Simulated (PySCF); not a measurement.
Computed IR spectrum (relative IR intensity) of a molecule C2H8GaN. Geometry: B3LYP-D3(BJ)/def2-SVP. One conformer was computed; it need not be the lowest. Level of theory: B3LYP-D3(BJ)/def2-SVP in PySCF. Frequencies are harmonic and unscaled.

| ν (cm⁻¹) | relative intensity |
|---|---|
| 148 | 3.8 |
| 327 | 100 |
| 531 | 2.5 |
| 580 | 20 |
| 692 | 34 |
| 722 | 17 |
| 746 | 61 |
| 770 | 37 |
| 1220 | 8.6 |
| 1439 | 2.5 |
| 1522 | 14 |
| 3026 | 11 |
| 3111 | 11 |
| 3128 | 14 |
| 3568 | 6.4 |
| 3668 | 7.2 |

Pick the molecule that these values belong to.
(A) C[N](C)[GaH2]
(B) C[CH2][GaH][NH2]
(C) [CH3][Ga]([CH3])[NH2]

C, [CH3][Ga]([CH3])[NH2]
